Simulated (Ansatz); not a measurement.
`[F][In]([F])[SiH3]`, charge 0, multiplicity 1.

(1) Give a relaxed structure at PBE0-D4/def2-TZVP (the Gaussian-basis code of Ansatz). (Best estimate.)

Results:

(1) The calculation gave: 
Cartesian coordinates in Å:
```
F 1.016 -2.276 -1.539
In 0.959 -0.882 -0.184
F 2.592 -1.079 0.853
Si -0.886 0.829 0.167
H -0.311 2.016 0.843
H -1.924 0.197 1.016
H -1.447 1.194 -1.156
```
